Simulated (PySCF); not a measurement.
A PySCF script (with the pyscf-properties extension) for the NMR shieldings of `[SiH2](OC)C[SiH2]CCl`, C₃H₁₁ClOSi₂, on a GFN2-xTB geometry:

```python
import basis_set_exchange as bse
import numpy as np
from pyscf import gto, dft
from pyscf.prop import nmr

atoms = """
C     2.604950    1.057421   -0.332285
O     1.475341    0.268761   -0.120661
Si    0.948253   -0.976713   -1.020120
C    -0.565717   -1.565004   -0.044951
Si   -1.658250   -0.205395    0.695686
C    -2.047270    1.094243   -0.654123
Cl   -2.823684    0.291925   -2.044683
H     2.680049    1.768890    0.490890
H     2.527439    1.604304   -1.275385
H     3.509627    0.445750   -0.362841
H     0.619908   -0.538336   -2.381588
H     1.971725   -2.026449   -1.127287
H    -0.243944   -2.223389    0.759799
H    -1.158810   -2.182920   -0.716783
H    -1.018787    0.516035    1.800842
H    -2.941278   -0.761597    1.146214
H    -2.737865    1.863703   -0.317946
H    -1.150447    1.575087   -1.035955
"""
names = dict.fromkeys(["C", "O", "Si", "Cl", "H"], "pcSseg-1")
basis = {el: gto.basis.parse(bse.get_basis(n, elements=[el], fmt="nwchem")) for el, n in names.items()}
mol = gto.M(atom=atoms, basis=basis, charge=0, verbose=0)
mf = dft.RKS(mol, xc="PBE0")
mf.grids.level = 2
mf.grids.alignment = dft.numint.BLKSIZE   # the property module wants whole blocks of grid points
mf.conv_tol = 1e-9
mf.kernel()

calc = nmr.RKS(mf)   # GIAO
C = mf.mo_coeff
Co = C[:, mf.mo_occ > 0]
resp = mf.gen_response(singlet=True, hermi=2)
def vind(x):   # induced exchange potential for any number of trial vectors
    d = np.einsum("pi,xij,qj->xpq", C, 2 * x.reshape(-1, C.shape[1], Co.shape[1]), Co, optimize=True)
    return np.einsum("xpq,pi,qj->xij", resp(d - d.transpose(0, 2, 1)), C, Co, optimize=True).ravel()
mo1, _ = nmr.rhf.solve_mo1(calc, with_cphf=vind)
sigma = calc.kernel(mo1)
for i, s in enumerate(sigma):   # ppm
    print("%2d %-2s %9.2f" % (i, mol.atom_pure_symbol(i), np.trace(s) / 3))
```

Problem. Give the expected output.

Solution. 
```
 0 C     132.83
 1 O     334.46
 2 Si    365.72
 3 C     195.30
 4 Si    389.10
 5 C     155.65
 6 Cl    934.33
 7 H      27.74
 8 H      28.04
 9 H      28.04
10 H      26.66
11 H      26.64
12 H      31.51
13 H      31.73
14 H      27.30
15 H      27.36
16 H      28.67
17 H      28.63
```

These numbers come from an equivalent density-fitted implementation of the same equations, which agrees with the script to about 0.01 ppm for H and up to a few tenths of a ppm for heavy atoms, so last digits may differ.

Problem. Turn these shieldings into chemical shifts. References, each an isolated molecule treated in the same way: 13C (186.93 ppm), 29Si (349.16 ppm), 1H (31.72 ppm) vs TMS; H2O for 17O (336.08 ppm); 35Cl (949.78 ppm) against HCl.

Solution. Averaging equivalent atoms: C 0: 54.1; C 5: 31.3; C 3: -8.4; O 1: 1.6; Si 2: -16.6; Si 4: -39.9; Cl 6: 15; H 10/11: 5.07; H 14/15: 4.38; H 7/8/9: 3.78; H 16/17: 3.07; H 12/13: 0.10 ppm. Experimental scales use liquid or dissolved standards, which lie at an offset from isolated H2O (liquid H2O: subtract about 36 ppm).

Size and cost of the density-fitted run: 195 basis functions, 51 s wall time on 1 thread of an Arm Neoverse N1, shared host.
